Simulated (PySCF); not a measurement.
Bonding in `CSCO[C@@H]1C[SiH2]1`

Compound: C4H10OSSi.
Atom-mapped SMILES: `[CH3:1][S:2][CH2:3][O:4][C@@H:5]1[CH2:6][SiH2:7]1` (hydrogens: H8, H9, H10 on C1; H11, H12 on C3; H13 on C5; H14, H15 on C6; H16, H17 on Si7)

Cartesian coordinates in Å at the GFN2-xTB level; atoms count from 1:
```xyz
17
C4H10OSSi angstrom
C     -2.818    0.972    0.585
S     -2.169   -0.061   -0.758
C     -0.968   -1.038    0.233
O      0.022   -0.254    0.800
C      0.975    0.215   -0.126
C      2.049   -0.791   -0.572
Si     2.707    0.594    0.523
H     -3.464    0.375    1.222
H     -1.978    1.368    1.149
H     -3.382    1.778    0.128
H     -1.519   -1.514    1.046
H     -0.573   -1.790   -0.458
H      0.513    0.793   -0.925
H      1.942   -1.785   -0.158
H      2.258   -0.819   -1.632
H      3.433    1.675   -0.118
H      2.965    0.296    1.917
```

Bond orders from the PBE0/pcSseg-1 density (PySCF). One conformer (not necessarily the lowest) at the GFN2-xTB geometry, without solvent, vibrations or thermal averaging.

Task: How far do the computed orders between heavy atoms stray from the drawn ones?

Result: The largest departure is 0.111, at C5–C6 (drawn single, 0.889).

Task: Give the Mayer order of every bond between heavy atoms, beside its length.

Result: 
```csv
bond,drawn as,length (Å),Mayer order
C1–S2,single,1.814,0.983
S2–C3,single,1.839,1.016
C3–O4,single,1.383,0.949
O4–C5,single,1.409,0.895
C5–C6,single,1.538,0.889
C6–Si7,single,1.884,0.958
Si7–C5,single,1.888,0.926
```

By pair of heavy elements: C–S: lowest C1–S2 (0.983, 1.814 Å), highest S2–C3 (1.016, 1.839 Å); in 1 of the 1 pairs the longer bond (by over 0.003 Å) has the higher order (by 0.02 or more). C–O: lowest O4–C5 (0.895, 1.409 Å), highest C3–O4 (0.949, 1.383 Å). C–Si: lowest Si7–C5 (0.926, 1.888 Å), highest C6–Si7 (0.958, 1.884 Å).

Task: And the bonds to hydrogen?

Result: C–H: 0.92 to 0.96 (8 bonds); H–Si: 0.94 to 0.95 (2 bonds).

Task: Sum the orders of all bonds at each heavy atom with more than one neighbour and set the sums beside the valence in the SMILES.

Result: C1 3.846 (drawn 4), S2 1.999 (drawn 2), C3 3.840 (drawn 4), O4 1.844 (drawn 2), C5 3.627 (drawn 4), C6 3.729 (drawn 4), Si7 3.767 (drawn 4). Orders between atoms that aren't bonded are not in these sums.

For a closed shell the Mayer order of atoms A and B is Σ (PS)μν (PS)νμ over the basis functions μ on A and ν on B, with P the density and S the overlap matrix.
